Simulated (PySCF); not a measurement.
CH₃AlClFO, SMILES [F][Al]([O]C)[Cl]. Atoms are numbered in the order given.

```xyz
8

Al     0.2792    -0.1111     0.0000
F      1.9353    -0.0379     0.0000
Cl    -0.6404    -1.9779     0.0000
O     -0.6599     1.2740     0.0000
C     -0.5487     2.6699     0.0000
H     -1.0454     3.0921    -0.8911
H      0.5018     3.0140     0.0000
H     -1.0454     3.0921     0.8911
```
Charge 0, spin multiplicity 1.

Coordinates come from a B3LYP-D3(BJ)/def2-SVP optimisation. The structure was generated by enumeration; whether it is a known compound was not checked. Other conformers were not sampled.

All values below come from TDA-PBE/def2-SVPD (PySCF).

Vertical excitations. Gas-phase values at a fixed geometry. State labels are in the subgroup Cs.

Computed UV-visible absorptions:
```csv
state,symmetry,energy (eV),λ (nm),f,main pairs
S1,A",5.30,234,0.008,HOMO→LUMO 100 %
S2,A',5.40,229,0.006,HOMO−1→LUMO 98 %
S3,A',6.30,197,0.019,HOMO−2→LUMO 98 %
S4,A",6.37,195,0.000,HOMO−1→LUMO+1 97 %
S5,A",6.51,190,0.047,HOMO−3→LUMO 97 %
S6,A',6.74,184,0.125,HOMO→LUMO+1 91 %
S7,A",7.26,171,0.000,HOMO−2→LUMO+1 100 %
S8,A",7.37,168,0.014,HOMO→LUMO+2 100 %
S9,A',7.44,167,0.014,HOMO−1→LUMO+2 100 %
S10,A',7.66,162,0.017,"HOMO−3→LUMO+1 52 %, HOMO−4→LUMO 46 %"
T1,A",5.04,246,0,HOMO→LUMO 99 %
T2,A',5.16,240,0,HOMO−1→LUMO 99 %
T3,A',5.97,208,0,HOMO→LUMO+1 99 %
T4,A',6.07,204,0,HOMO−2→LUMO 100 %
```
Triplets are in the Tamm–Dancoff approximation.
